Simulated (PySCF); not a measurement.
C$_{2}$H$_{5}$S, doublet, at a GFN2-xTB geometry. Base run: PySCF with PBE/6-31G*.

PySCF was given this input:
```python
from pyscf import gto, scf, dft

mol = gto.M(
    atom='''
C     1.59120474   -0.30906457   -0.07423518
C     0.14127741   -0.74696820   -0.19413812
S    -1.00497093    0.59920090    0.15218980
H     1.79862002    0.04821331    0.93193225
H     2.24903285   -1.14856825   -0.29044018
H     1.80540898    0.49349823   -0.77641106
H    -0.08762157   -1.54584703    0.51354516
H    -0.08079833   -1.09831398   -1.20342314
''',
    basis='6-31g*',
    spin=1,
    verbose=3,
)

mf = dft.UKS(mol)
mf.xc = 'pbe'
mf.kernel()
```

Each row names what was changed in the base input (with any setting that the change needs).

```csv
change,ΔE vs base (mEh),fitting functions,dipole (D)
base,0.000,-,1.91
auxbasis = cc-pvdz-jkfit,-0.127,367,1.91
auxbasis = cc-pvtz-ri,-14.014,434,1.91
auxbasis = even-tempered beta=3.0,-2.600,310,1.91
auxbasis = def2-universal-jfit,-0.140,204,1.91
auxbasis = cc-pvtz-jkfit,-0.050,429,1.91
auxbasis = autoaux,-0.656,425,1.91
auxbasis = even-tempered beta=2.0,-0.242,449,1.91
auxbasis = def2-tzvp-ri,-15.054,340,1.91
auxbasis = default (with mf = mf.density_fit()),-0.127,367,1.91
```

A fitting set is made for a task (jfit for Coulomb, jkfit for Coulomb and exchange, ri for correlation) and for a family of orbital bases.

Open shells are given as the SCF converged; they aren't shown to be the lowest states, and a large step between rows can be another state.
